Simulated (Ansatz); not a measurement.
Consider the atomization: `[CH3][InH-]([CH3])[SeH2+]` → 2 C• + 9 H• + In• + Se•.

Computed with Ansatz on PBE0-D4/def2-TZVP structures; ΔE is electronic, products minus reactants. CCSD(T)/CBS adds triple-zeta CCSD(T) − MP2 to the extrapolated MP2 energy (def2 sets, frozen cores). This one scheme is used for every species, atoms too. For atomizations the MP2-based limit and the directly extrapolated one differ by several kJ/mol either way, and by 10 to 25 for some Ge, Se and Sn compounds, so smaller differences from it don't rank the levels. DFT in def2-TZVPP. HSE06 is defined as in plane-wave codes. Open shells (•) are unrestricted, without spin–orbit coupling. Spin–orbit coupling would lower the free atoms: a little for C; clearly for Se; strongly for In. def2 core potentials past Kr. For In, Se outer-core shells are correlated without core-valence functions, so the limit isn't a true one: a few kJ/mol of doubt a bond, and 10 to 20 or more in all where bonds break to atoms. Scalar relativity is left out up to krypton. One conformer a species, not always the lowest.

```csv
level,ΔE (kcal/mol),difference from CCSD(T)/CBS
revPBE-D4,930.9,-23.1
HSE06-D4,943.6,-10.4
B2PLYP,933.5,-20.5
r2SCANh,943.2,-10.8
r2SCAN0,938.3,-15.7
LC-ωPBE,938.7,-15.3
CCSD(T)/def2-SVP,899.8,-54.2
HF/def2-TZVPP,696.7,-257.3
MP2/def2-TZVPP,927.7,-26.3
HF/CBS(def2),697.5,-256.5
CCSD(T)/CBS,954.0,0
```

Largest T1 diagnostic among the species: 0.015.

In def2-TZVPP, CCSD(T) changes the Hartree–Fock value by +236.0 kcal/mol (the triples alone add +11.2 kcal/mol) and MP2 by +231.0 kcal/mol; breaking electron pairs costs correlation energy, which Hartree–Fock lacks. The D4 term adds +9.8 kcal/mol with B3LYP and +5.3 kcal/mol with PBE0; it sums over pairs of atoms, weighted by their polarisabilities, and B3LYP, whose exchange is more repulsive, gets the larger term. From PBE to PBE0 (25 % exact exchange), in def2-TZVPP and without D4, ΔE moves by −6.9 kcal/mol: exact exchange takes away binding that semilocal exchange gives to molecules.

B3LYP here is the variant with VWN-RPA as its local correlation; programs differ in this.
